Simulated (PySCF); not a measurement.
C3H2F3, SMILES C=C(F)[C](F)F (connectivity only; charge and spin as stated), charge +1, multiplicity 1.

Geometry: PBE0-D3(BJ)/def2-SVP. The multiplicity is an assumed one; no other spin state was optimised. The isomer is the one that the SMILES or the coordinates give; other isomers of the formula were not compared. The values are those of a single conformer.

Level of theory: ωB97X/def2-TZVP run with PySCF.

Symmetry labels are those of the subgroup Cs that the program uses (full group Cs).

### Question
List the valence orbital energies around the gap with their symmetry. (Estimate from the structure and the level; the computed values follow.)

### Answer

```tsv
orbital	symmetry	energy (eV)
HOMO−7	A'	-23.45
HOMO−6	A"	-23.28
HOMO−5	A'	-23.16
HOMO−4	A'	-22.74
HOMO−3	A"	-22.48
HOMO−2	A'	-21.09
HOMO−1	A'	-20.24
HOMO	A"	-17.32
LUMO	A"	-7.76
LUMO+1	A"	-2.57
LUMO+2	A'	-1.82
LUMO+3	A'	-1.17
```
